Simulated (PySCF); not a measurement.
# MgSn⁻: from constants to spectrum

MN15 constants of MgSn⁻, ⁴Σ⁻ (quartet), unpaired electrons σ ↑, π ↑↑ (Mg aug-cc-pVDZ, Sn aug-cc-pVDZ-PP with ECP28; scalar-relativistic core potentials (PySCF 2.14); masses 23.9850 and 119.9022 u):

```
ωe              : 161.0 cm⁻¹
ωexe            : 1.55 cm⁻¹
Be              : 0.09678 cm⁻¹
αe              : 0.00106 cm⁻¹
D (centrifugal) : 1.4e-07 cm⁻¹
De to Mg + Sn⁻  : 0.82 eV
```

(1) Give the vibrational terms G(v) and spacings up to v = 6.

(2) How well does the Morse estimate ωe²/(4ωexe) reproduce De, and what is D0?

Spin–orbit coupling is left out, which matters for elements this heavy, above all for dissociation energies. For an ion De counts to the pair picked by the measured ionisation energies or electron affinities, which need not be the lowest pair at this level. The state was picked by a PBE0 search and need not be the measured ground state.

## Answers

(1) G(v) = ωe(v+½) − ωexe(v+½)².

| v | G(v) (cm⁻¹) | G(v) − G(v−1) | Bv (cm⁻¹) |
| --- | --- | --- | --- |
| 0 | 80 |  | 0.09625 |
| 1 | 238 | 158 | 0.09519 |
| 2 | 393 | 155 | 0.09413 |
| 3 | 545 | 152 | 0.09307 |
| 4 | 693 | 149 | 0.09201 |
| 5 | 839 | 146 | 0.09095 |
| 6 | 981 | 142 | 0.08989 |

(2) It gives 0.52 eV, 63 % of the computed De. D0 = De − G(0) = 0.82 − 0.01 = 0.81 eV.
